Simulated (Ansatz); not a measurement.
`Cc1cc(-c2sc(-c3sc(C(F)(F)F)cc3C)cc2C)sc1-c1cc(C)c(-c2cc(C)c(-c3cc(C)c(C(F)(F)F)s3)s2)s1` with charge +1. Total charge 1; doublet. Geometry PBE-D4/def2-SVP, that of the neutral singlet; atoms count from 1.

```xyz
68

C     2.464   -0.137    1.715
C     2.306    0.008    0.229
C     3.402    0.121   -0.661
C     3.060    0.244   -2.011
C     3.947    0.392   -3.136
S     5.662    0.595   -2.828
C     6.039    0.667   -4.536
C     7.408    0.815   -4.975
S     8.706    0.253   -3.940
C     9.906    0.785   -5.074
C    11.365    0.612   -4.795
F    12.107    1.127   -5.802
F    11.740    1.231   -3.647
F    11.708   -0.693   -4.658
C     9.330    1.349   -6.197
C     7.905    1.378   -6.161
C     7.059    1.972   -7.250
C     4.868    0.565   -5.286
C     3.682    0.412   -4.517
C     2.319    0.273   -5.133
S     1.314    0.214   -2.177
C     1.071    0.044   -0.449
C    -0.277   -0.036    0.047
C    -1.465    0.070   -0.682
C    -2.652   -0.059    0.081
C    -4.027    0.030   -0.517
C    -2.381   -0.274    1.445
C    -3.269   -0.467    2.562
C    -2.930   -0.770    3.884
C    -4.029   -0.901    4.771
C    -3.881   -1.257    6.223
C    -5.255   -0.692    4.118
C    -6.599   -0.763    4.643
C    -7.058   -0.575    5.949
C    -8.468   -0.715    6.098
C    -9.202   -0.569    7.402
C    -9.077   -1.013    4.882
C   -10.537   -1.203    4.630
F   -10.773   -1.569    3.347
F   -11.250   -0.068    4.865
F   -11.069   -2.159    5.435
S    -7.937   -1.139    3.578
S    -5.011   -0.323    2.424
S    -0.652   -0.298    1.741
H     1.937    0.669    2.266
H     3.533   -0.101    2.000
H     2.049   -1.100    2.081
H     4.447    0.109   -0.319
H     9.928    1.749   -7.027
H     6.646    1.193   -7.926
H     7.655    2.664   -7.876
H     6.198    2.534   -6.835
H     4.863    0.557   -6.383
H     1.657    1.125   -4.867
H     1.804   -0.650   -4.793
H     2.390    0.236   -6.236
H    -1.475    0.242   -1.768
H    -3.971    0.144   -1.616
H    -4.631   -0.876   -0.299
H    -4.596    0.896   -0.117
H    -1.888   -0.916    4.204
H    -4.661   -1.976    6.547
H    -3.969   -0.363    6.877
H    -2.890   -1.709    6.418
H    -6.399   -0.296    6.780
H   -10.161   -0.032    7.271
H    -9.441   -1.561    7.837
H    -8.591   -0.015    8.141
```

Single mean-field runs in def2-SVP are fitted with def2-universal-jkfit.

(1) Estimate the Mulliken populations of the heavy atoms from the PBE0/def2-SVP orbitals of Ansatz.

(2) Where does the spin sit?

(3) And the Mayer bond orders between heavy atoms (over 0.3, the first 40 of 49)?

Answers

(1) 
```tsv
atom	charge (e)	spin (α − β)
C1	0.01	-0.01
C2	-0.10	0.05
C3	-0.02	0.02
C4	-0.06	0.11
C5	-0.09	0.01
S6	0.17	-0.02
C7	-0.08	0.11
C8	-0.12	-0.03
S9	0.21	0.00
C10	-0.29	0.06
C11	0.68	0.00
F12	-0.18	0.00
F13	-0.18	0.00
F14	-0.18	0.00
C15	0.02	-0.03
C16	-0.08	0.06
C17	0.00	-0.01
C18	-0.01	-0.03
C19	-0.11	0.09
C20	0.00	-0.01
S21	0.14	-0.04
C22	-0.06	0.09
C23	-0.07	0.05
C24	-0.02	0.08
C25	-0.11	0.00
C26	0.01	0.00
C27	-0.05	0.16
C28	-0.09	-0.02
C29	-0.02	0.11
C30	-0.09	-0.04
C31	0.00	0.00
C32	-0.07	0.17
C33	-0.13	-0.05
C34	0.00	0.08
C35	-0.09	-0.04
C36	0.02	0.00
C37	-0.30	0.09
C38	0.66	0.00
F39	-0.18	0.00
F40	-0.18	0.00
F41	-0.19	0.00
S42	0.21	0.01
S43	0.16	-0.02
S44	0.14	-0.04
```
Mulliken values depend strongly on the basis.

(2) Summed by element: C 1.09, S -0.10, F 0.01, H 0.01, of 1 unpaired in all. Largest on single atoms: C32 0.17, C27 0.16, C29 0.11.

(3) C1–C2 1.09 (1.50 Å); C2–C3 1.40 (1.42 Å); C2–C22 1.35 (1.41 Å); C3–C4 1.35 (1.40 Å); C4–C5 1.25 (1.44 Å); C4–S21 1.12 (1.75 Å); C5–S6 1.11 (1.75 Å); C5–C19 1.39 (1.41 Å); S6–C7 1.15 (1.75 Å); C7–C8 1.16 (1.45 Å); C7–C18 1.42 (1.39 Å); C8–S9 1.13 (1.75 Å); C8–C16 1.48 (1.40 Å); S9–C10 1.15 (1.73 Å); C10–C11 0.96 (1.50 Å); C10–C15 1.53 (1.38 Å); C11–F12 1.12 (1.35 Å); C11–F13 1.13 (1.36 Å); C11–F14 1.13 (1.36 Å); C15–C16 1.28 (1.43 Å); C16–C17 1.09 (1.50 Å); C18–C19 1.34 (1.42 Å); C19–C20 1.09 (1.50 Å); S21–C22 1.10 (1.75 Å); C22–C23 1.28 (1.44 Å); C23–C24 1.34 (1.40 Å); C23–S44 1.11 (1.75 Å); C24–C25 1.41 (1.42 Å); C25–C26 1.09 (1.50 Å); C25–C27 1.35 (1.41 Å); C27–C28 1.26 (1.44 Å); C27–S44 1.11 (1.75 Å); C28–C29 1.37 (1.40 Å); C28–S43 1.10 (1.75 Å); C29–C30 1.37 (1.42 Å); C30–C31 1.09 (1.50 Å); C30–C32 1.42 (1.40 Å); C32–C33 1.16 (1.45 Å); C32–S43 1.13 (1.75 Å); C33–C34 1.44 (1.40 Å).
